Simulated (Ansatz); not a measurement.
`ClCCCCCl` + `[AlH2][SeH]` → `Cl[CH2][AlH][SeH]` + `CCCCl`  (formal exchange of groups at a C–C bond)

Computed with Ansatz on PBE0-D4/def2-TZVP structures; ΔE is electronic, products minus reactants. CBS: MP2 limit from def2 TZ/QZ plus the TZ coupled-cluster correction, frozen cores. Functionals use def2-TZVPP. B3LYP here is the variant with VWN-RPA as its local correlation; programs differ in this. For Se outer-core shells are correlated without core-valence functions, which leaves a few kJ/mol of doubt a bond. Scalar relativity is left out up to krypton. One conformer a species, not always the lowest.

```csv
level,ΔE (kJ/mol),difference from CCSD(T)/CBS
PBE-D4,-30.7,-3.6
PBE0-D4,-27.9,-0.8
B3LYP-D4,-29.5,-2.4
ωB97X-V,-23.2,3.9
B2PLYP,-28.1,-1.0
PBE,-31.4,-4.3
PBE0,-28.4,-1.3
CCSD(T)/def2-TZVPP,-23.5,3.6
MP2/def2-QZVPP,-27.4,-0.3
HF/CBS(def2),-18.1,9.0
CCSD(T)/CBS,-27.1,0
```

Largest T1 diagnostic among the species: 0.010.

From PBE to PBE0 (25 % exact exchange), in def2-TZVPP and without D4, ΔE moves by +3.0 kJ/mol. In def2-TZVPP, CCSD(T) changes the Hartree–Fock value by −5.7 kJ/mol (the triples alone add −0.7 kJ/mol) and MP2 by −7.4 kJ/mol.
